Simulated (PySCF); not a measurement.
## How the method changes the constants of NbO

State: ⁴Σ⁻ (quartet), unpaired electrons σ ↑, δ ↑↑. Set-up: PySCF, scalar-relativistic core potentials, basis sets Nb def2-TZVPP with ECP28, O def2-TZVPP. De refers to Nb (4d4 5s1) + O in their high-spin ground configurations, without counterpoise correction. The functionals are run spin-unrestricted. A positive dipole means Nb(−)O(+).

```csv
Level,Re (Å),ωe (cm⁻¹),De (eV),μ (D)
ROHF,1.657,1091,n/a,-4.12
ROHF-MP2,1.688,1005,n/a,n/a
ROHF-SCS-MP2,1.689,1006,n/a,n/a
LDA,1.674,1031,9.57,-3.22
PBE,1.689,995,8.35,-3.32
BLYP,1.703,974,8.32,-3.43
BP86,1.692,993,8.40,-3.34
r²SCAN,1.684,1011,7.68,-3.65
PBE0,1.670,1040,7.45,-3.56
BHandHLYP,1.666,1058,6.70,-3.88
ωB97X-V,1.669,1057,7.77,-3.59
```

Task: What are the measured Re and ωe, and which levels come closest?

Result: Re = 1.6909 Å and ωe = 989.0 cm⁻¹ (Huber and Herzberg, Constants of Diatomic Molecules (1979)). Closest are BP86 for the length (off by 0.001 Å) and BP86 for the frequency (off by 0.4 %).

```csv
Level,error in Re (pm),error in ωe (%)
ROHF,-3.4,10.3
ROHF-MP2,-0.2,1.6
ROHF-SCS-MP2,-0.2,1.7
LDA,-1.7,4.2
PBE,-0.2,0.6
BLYP,1.2,-1.5
BP86,0.1,0.4
r²SCAN,-0.7,2.3
PBE0,-2.0,5.1
BHandHLYP,-2.4,7.0
ωB97X-V,-2.2,6.8
```

Correlated steps freeze 1 core orbital. The metal atom is held in its measured ground configuration; semilocal functionals can put another filling of s and d lower by some tenths of an eV, and De to that atom would be smaller. Spin–orbit coupling is left out, which matters for elements this heavy, above all for dissociation energies. With d or f electrons several states lie close, and the lowest PBE0 determinant need not be the measured ground state.

The whole job (state search and all levels along the bond) took about 9.2 min on 1 thread of Arm Neoverse V2 (shared host), peak memory 2.4 GiB.
